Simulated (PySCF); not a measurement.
# Correlation energy of Os⁶⁴⁺ (osmium, charge +64)

[Ne] 3s2, closed-shell 1S. Computed with PySCF 2.14 in an uncontracted even-tempered set (16 s from 19 bohr⁻², ratio 2.5; 10 p from 25 bohr⁻², ratio 2.5; 4 d from 89 bohr⁻², ratio 2.7; 4 f from 130 bohr⁻², ratio 2.7), with the non-relativistic Hamiltonian (point nucleus). Frozen: 1s2; 10 electrons correlated; the 17 highest virtual orbitals of each spin left out.

```tsv
level	correlation energy (mhartree)
CCSD	-606.36
(T)	-1.76
CCSD(T)	-608.12
```

Diagnostics: T1 = 0.00017, D1 = 0.0005, largest double amplitude 0.086.

A non-relativistic calculation at this Z misses sizeable relativistic shifts.

Cost of the coupled-cluster step: of the order of 2.5 core-seconds, for 10 correlated electrons.

At this charge a non-relativistic calculation is a model, useful for the Z dependence of the correlation energy.
